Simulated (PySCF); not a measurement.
A mixed set of molecules. Level of theory: TDDFT CAM-B3LYP/def2-SVPD, vertical, gas phase, core orbitals frozen in the response (PySCF 2.14.0, density-fitted response routines). Geometries: GFN2-xTB; one conformer of each isolated species. Triplets are in the Tamm–Dancoff approximation.

Question: Rank by computed HOMO–LUMO gap, lowest first.
A. `C[SiH2]S[Si@@H](C)F`
B. `F[SiH2][C@H]([SiH3])CS`
C. `C(F)(F)[SiH2][SiH2][SiH3]`
D. `O=Nc1ccccc1`
E. `F[Si@H]([SiH3])SCC`

Answer: D (6.20 eV), E (8.34 eV), B (9.10 eV), A (9.62 eV), C (9.87 eV).

```
                 SMILES  gap (eV)  f (S1)  T1 (eV)  S1 (eV)  LUMO (eV)  α (au)    S1 mainly
            O=Nc1ccccc1      6.20   0.000     0.56     1.40      -1.91    81.8    H→L (94%)
     CCS[Si@H](F)[SiH3]      8.34   0.005     4.61     4.90       0.06    99.6    H→L (92%)
 F[SiH2][C@H]([SiH3])CS      9.10   0.002     4.95     5.39       0.75    97.2  H→L+1 (71%)
    C[SiH2]S[Si@@H](C)F      9.62   0.011     6.00     6.33       0.97    97.9    H→L (60%)
FC(F)[SiH2][SiH2][SiH3]      9.87   0.160     5.84     6.84       0.16   101.0    H→L (83%)
```

H and L stand for HOMO and LUMO.
